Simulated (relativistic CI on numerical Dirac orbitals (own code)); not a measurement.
## Ligand-field terms of d2

Computed with a parametric ligand-field model of a d^n configuration (Racah B and C, spin-orbit zeta, crystal field), exact diagonalisation.

Field parameters in Wybourne normalisation: Oh B⁴₀ = 21Dq, B⁴₄ = √(5/14) B⁴₀. The field is a parameter set, without covalency.

B = 780 cm⁻¹, C = 3520 cm⁻¹ (C/B = 4.51), Oh, no spin-orbit coupling. Tanabe-Sugano data, E/B above the lowest term (Δ = |10Dq|; b, c mark the second and third term of a kind):

```
 Δ/B   3T1    3T2    3A2    1T2     1E    1A1
 1.0  0.00   0.81   1.81  14.37  14.84  22.01
 3.0  0.00   2.49   5.49  14.91  15.74  23.84
 5.0  0.00   4.22   9.22  15.25  16.07  25.48
 7.0  0.00   6.00  13.00  15.44  16.16  26.92
 9.0  0.00   7.82  16.82  15.55  16.16  28.17
11.0  0.00   9.66  20.66  15.60  16.13  29.24
13.0  0.00  11.53  24.53  15.63  16.08  30.14
15.0  0.00  13.42  28.42  15.63  16.03  30.91
17.0  0.00  15.32  32.32  15.63  15.98  31.57
19.0  0.00  17.23  36.23  15.61  15.94  32.13
21.0  0.00  19.16  40.16  15.60  15.89  32.60
23.0  0.00  21.09  44.09  15.58  15.85  33.01
25.0  0.00  23.03  48.03  15.56  15.81  33.37
27.0  0.00  24.97  51.97  15.55  15.77  33.68
29.0  0.00  26.92  55.92  15.53  15.74  33.95
31.0  0.00  28.88  59.88  15.51  15.71  34.19
33.0  0.00  30.84  63.84  15.50  15.68  34.40
35.0  0.00  32.80  67.80  15.48  15.66  34.58
37.0  0.00  34.77  71.77  15.47  15.63  34.75
39.0  0.00  36.74  75.74  15.45  15.61  34.90
41.0  0.00  38.71  79.71  15.44  15.59  35.04
43.0  0.00  40.68  83.68  15.43  15.57  35.17
45.0  0.00  42.66  87.66  15.41  15.55  35.28
47.0  0.00  44.64  91.64  15.40  15.53  35.38
```

The ground term stays 3T1.
